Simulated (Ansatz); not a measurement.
Reaction (substitution at a C–O bond): `C[O][SnH]([OH])[OH]` + `[OH][Ge]([OH])([F])[Cl]` → `C[O][Ge]([OH])([F])[Cl]` + `[OH][SnH]([OH])[OH]`

Computed with Ansatz on PBE0-D4/def2-TZVP structures; ΔE is electronic, products minus reactants. CCSD(T)/CBS adds triple-zeta CCSD(T) − MP2 to the extrapolated MP2 energy (def2 sets, frozen cores). Functionals use def2-TZVPP. def2 core potentials past Kr. For Ge, Sn outer-core shells are correlated without core-valence functions, which leaves a few kJ/mol of doubt a bond. Scalar relativity is left out up to krypton. One conformer a species, not always the lowest.

Q: Is it downhill or uphill in electronic energy at CCSD(T)/CBS, and by how much? (Best estimate.)

A: Ansatz gave: Downhill: ΔE = -5.4 kJ/mol.

Q: What do these levels give: ωB97M-V, PBE, HF/def2-TZVPP, SCS-MP2/def2-QZVPP, HF/CBS(def2), MP2/CBS(def2)? (Best estimate.)

A: Computed: ωB97M-V -5.7, PBE -4.7, HF/def2-TZVPP -6.0, SCS-MP2/def2-QZVPP -5.7, HF/CBS(def2) -6.0, MP2/CBS(def2) -5.7 kJ/mol.

Largest T1 diagnostic among the species: 0.014.
